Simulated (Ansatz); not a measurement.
A run for Ansatz (an electronic-structure program): R-B3LYP/def2-TZVPP on C3H8O (SMILES CCOC), a point of a torsion scan.

Ansatz 0.2 input:
```yaml
crystal:
  periodic: [false, false, false]
  atoms:
    - {symbol: C, position_ang: [1.02199903, -2.16330320, -0.77078950]}
    - {symbol: C, position_ang: [0.56893247, -0.81922790, -0.21631697]}
    - {symbol: O, position_ang: [-0.61332293, -0.40850060, -0.88057521]}
    - {symbol: C, position_ang: [-1.57199013, 0.19399264, -0.05457222]}
    - {symbol: H, position_ang: [1.94782310, -2.47102001, -0.29215881]}
    - {symbol: H, position_ang: [0.25881744, -2.91600253, -0.59216214]}
    - {symbol: H, position_ang: [1.18261867, -2.08328725, -1.84221209]}
    - {symbol: H, position_ang: [0.38309681, -0.91125294, 0.86192810]}
    - {symbol: H, position_ang: [1.35152124, -0.06058172, -0.36379308]}
    - {symbol: H, position_ang: [-1.19574585, 1.12269413, 0.39385552]}
    - {symbol: H, position_ang: [-1.89277131, -0.48021719, 0.74976298]}
    - {symbol: H, position_ang: [-2.42424266, 0.42507580, -0.69121359]}
basis:
  gaussian:
    orbitals: def2-TZVPP
hamiltonian:
  xc: {name: B3LYP}
scf: {lower_state_search: off}
```

The log:

```
WARN ansatz: RAYON_NUM_THREADS=1 ignored (pool sized by the plan → 1); use --threads N
Functional definition: B3LYP
these checks for a lower state are left out or cut short: stability, starts, cluster_reference, orbital_swaps, neighbouring_geometries, increment
integrals: 0.12 GiB planned
1163 factors; their error is unknown
mean field: 1.25 GiB planned
mean field evaluation 1: about -5281.0999 eV, gradient 6.5e1 eV
mean field evaluation 2: about -5274.7065 eV, gradient 8.3e1 eV
mean field evaluation 4: about -5290.6144 eV, gradient 5.1e0 eV
mean field evaluation 8: about -5290.6593 eV, gradient 5.1e-2 eV
mean field evaluation 16: about -5290.6400 eV, gradient 2.7e-5 eV
mean field -5290.63997977 eV, -194.4274331318 hartree, gradient 1.6e-6 eV, S^2 0.000000; 0 other end points of the search recorded, 0 dependent functions left out
reference -5290.64026914 eV, -194.4274437662 hartree; 17, 17 occupied and 219, 219 virtual orbitals, 1163 factors
Total energy: -5290.64026914 eV, -194.4274437662 hartree
Checks for a lower state left out: stability, starts, cluster_reference, orbital_swaps, neighbouring_geometries, increment
```

The run converged.

Cost: very roughly 4 core-seconds.
